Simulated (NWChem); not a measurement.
Everything below was run with NWChem. System: FGa, charge 0, spin multiplicity 1, at a geometry optimised with PBE/def2-SVP. The structure started from a generated list of species. Level: CCSD linear response/def2-SVPD, 10 core orbitals frozen.

Job file:

```
start mol
memory heap 100 mb stack 700 mb global 1900 mb
geometry units angstroms nocenter noautoz
  Ga     0.000000     0.000000    -0.404600
  F      0.000000     0.000000     1.393624
  symmetry group C2v
end
basis spherical
  * library def2-svpd
end
scf
  rhf
  nopen 0
  maxiter 100
  thresh 1e-7
  semidirect memsize 60000000 filesize 0
end
tce
  freeze core 10
  ccsd
  thresh 1e-6
  tilesize 24
end
set tce:lineresp T
set tce:afreq 0.0773
set tce:respaxis T T T
task tce energy
```

Part of the output:

```
             Northwest Computational Chemistry Package (NWChem) 7.3.0
             --------------------------------------------------------

                                NWChem Input Module
                                -------------------

 Scaling coordinates for geometry "geometry" by  1.889725989
 (inverse scale =  0.529177249)

 Turning off AUTOSYM since
 SYMMETRY directive was detected!

                             Geometry "geometry" -> ""
                             -------------------------

 Output coordinates in angstroms (scale by  1.889725989 to convert to a.u.)

  No.       Tag          Charge          X              Y              Z
 ---- ---------------- ---------- -------------- -------------- --------------
    1 Ga                  31.0000     0.00000000     0.00000000    -0.40460000
    2 F                    9.0000     0.00000000     0.00000000     1.39362400

 Effective nuclear repulsion energy (a.u.)      82.1034823642

            Nuclear Dipole moment (a.u.)
            ----------------------------
        X                 Y               Z
 ---------------- ---------------- ----------------
     0.0000000000     0.0000000000     0.0000302356

      Symmetry information
      --------------------

 Group name             C2v
 Group number             16
 Group order               4
 No. of unique centers     2

      Symmetry unique atoms

     1    2


 Summary of "ao basis" -> "" (spherical)
 ------------------------------------------------------------------------------
       Tag                 Description            Shells   Functions and Types
 ---------------- ------------------------------  ------  ---------------------
 *                         def2-svpd                  on all atoms

 Summary of "ao basis" -> "ao basis" (spherical)
 ------------------------------------------------------------------------------
       Tag                 Description            Shells   Functions and Types
 ---------------- ------------------------------  ------  ---------------------
 Ga                        def2-svpd                14       38   6s4p4d
[...]
    5          0.4076380224313     0.9     0.9
    6          0.0794333918053     0.9     0.9
    7          0.0382714494085     0.9     0.9
    8          0.0238800314600     0.9     0.9
    9          0.0152688867180     1.0     1.0
   10          0.0103472376750     0.8     0.8
   11          0.0022262713183     0.9     0.9
   12          0.0016192316809     1.0     1.0
   13          0.0009474347485     0.9     0.9
   14          0.0006907324400     0.9     0.9
   15          0.0004730736904     0.9     0.9
   16          0.0001456250496     0.9     0.9
   17          0.0000743446816     0.9     0.9
   18          0.0000448945213     1.0     1.0
   19          0.0000290142869     1.0     1.0
   20          0.0000199355354     1.1     1.1
   21          0.0000057007945     0.9     0.9
   22          0.0000033910890     1.0     1.0
   23          0.0000020517231     0.8     0.8
   24          0.0000014283891     0.8     0.8
   25          0.0000009886176     1.0     1.0
 ---------------------------------------------
 Iterations converged

 Frequency =      -0.0773000 / au

 CCSD-LR iterations
 ---------------------------------------------
 Iter          Residuum            Cpu    Wall
 ---------------------------------------------
    1          0.9677448373178     1.0     1.0
    2          1.7950671119778     0.9     0.9
    3          0.4279191274777     0.9     0.9
    4          0.5129986198051     0.9     0.9
    5          0.2796116744785     1.0     1.0
    6          0.0455490491460     0.9     0.9
    7          0.0200441173364     1.0     1.0
    8          0.0125674634475     0.9     0.9
    9          0.0094620594272     1.1     1.1
   10          0.0068785183601     0.9     0.9
   11          0.0003581347704     0.9     0.9
   12          0.0002763470138     0.7     0.7
   13          0.0001041058392     0.9     0.9
   14          0.0001049088187     0.7     0.7
   15          0.0000640814845     0.6     0.6
   16          0.0000079457772     0.6     0.6
   17          0.0000036881766     0.5     0.5
   18          0.0000019745157     0.5     0.5
   19          0.0000016659328     0.6     0.6
   20          0.0000011404972     0.7     0.7
   21          0.0000000791841     0.9     0.9
 ---------------------------------------------
 Iterations converged

 CCSD-LR dipole moments / hartree & Debye
 --------------------------------
 X       0.0000000      0.0000000
 Y       0.0000000      0.0000000
 Z       0.9372531      2.3822778
 --------------------------------

 CCSD Linear Response polarizability / au
 Frequency  =       0.0773000 / au
 Wavelength =     589.4353558 / nm
 -------------------------------------------------------|-----------------------------------------------
                     atomic units (bohr^3)              |                   angstroms^3
                  X              Y              Z       |             X              Y              Z
 -------------------------------------------------------|-----------------------------------------------
 X           37.2588076     -0.0000000     -0.0000000   |      5.5211868     -0.0000000     -0.0000000
 Y           -0.0000000     37.2588076     -0.0000000   |     -0.0000000      5.5211868     -0.0000000
 Z           -0.0000000     -0.0000000     37.5484918   |     -0.0000000     -0.0000000      5.5641136
 -------------------------------------------------------|-----------------------------------------------
 Eigs =      37.2588076     37.2588076     37.5484918   |      5.5211868      5.5211868      5.5641136
 Isotropic   =              37.3553690                  |                     5.5354958
 Anisotropic =               0.2896843                  |                     0.0429268
 -------------------------------------------------------|-----------------------------------------------

 Task  times  cpu:      167.4s     wall:      167.4s

 Total times  cpu:      167.4s     wall:      167.4s
```
